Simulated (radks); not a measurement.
The numbers below are computed, except where a source is named.
Spherical quantum dot in the effective-mass picture: electrons in a hard-walled sphere of radius 4.95, with a point charge +1 (a donor) at the centre, all in effective atomic units (hartree* = m*/eps^2 hartree, bohr* = eps/m* bohr), one dielectric constant everywhere. Level of theory: non-relativistic Kohn-Sham, LDA (Slater exchange, Perdew-Wang correlation), spin-polarised, spherical densities (a radial shooting solver with Libxc functionals). Levels are named by radial order and angular momentum (1s, 1p, 1d, 2s, ...), and open shells are averaged over m.

N = 37, configuration 1s2 1p6 1d10 2s2 1f14 1g(up 3, down 0). This is the lowest configuration that the search found. Occupied and some empty levels:

| level | occupation | eigenvalue (hartree*) | <r> (bohr*) |
|---|---|---|---|
| 1s up | 1 | 9.0719 | 3.636 |
| 1s down | 1 | 9.0906 | 3.627 |
| 1p up | 3 | 9.1572 | 3.705 |
| 1p down | 3 | 9.1765 | 3.700 |
| 1d up | 5 | 9.3144 | 3.765 |
| 1d down | 5 | 9.3343 | 3.762 |
| 1f up | 7 | 9.5386 | 3.821 |
| 1f down | 7 | 9.5590 | 3.819 |
| 2s up | 1 | 9.8183 | 1.729 |
| 2s down | 1 | 9.8209 | 1.727 |
| 1g up | 3 | 9.8256 | 3.873 |
| 1g down | 0 | 9.8463 | 3.871 |
| 1h up | 0 | 10.172 | 3.920 |
| 1h down | 0 | 10.193 | 3.919 |
| 2p up | 0 | 10.290 | 2.524 |
| 2p down | 0 | 10.297 | 2.520 |
| 3s up | 0 | 10.623 | 2.292 |
| 3s down | 0 | 10.630 | 2.295 |
| 2d up | 0 | 10.701 | 2.824 |
| 2d down | 0 | 10.709 | 2.821 |

Energy (hartree*): total 182.338, kinetic 36.820, external -11.283, Hartree 171.33, exchange-correlation -14.530.

Electron density:

| r (bohr*) | n(r) (e/bohr*^3) |
|---|---|
| 0.150 | 0.3525 |
| 0.519 | 0.1754 |
| 0.887 | 0.09253 |
| 1.26 | 0.05192 |
| 1.62 | 0.03204 |
| 1.99 | 0.02498 |
| 2.36 | 0.02939 |
| 2.73 | 0.04725 |
| 3.10 | 0.07978 |
| 3.47 | 0.1194 |
| 3.84 | 0.1408 |
| 4.21 | 0.1112 |
| 4.58 | 0.03938 |
| 4.95 | 0.00004327 |
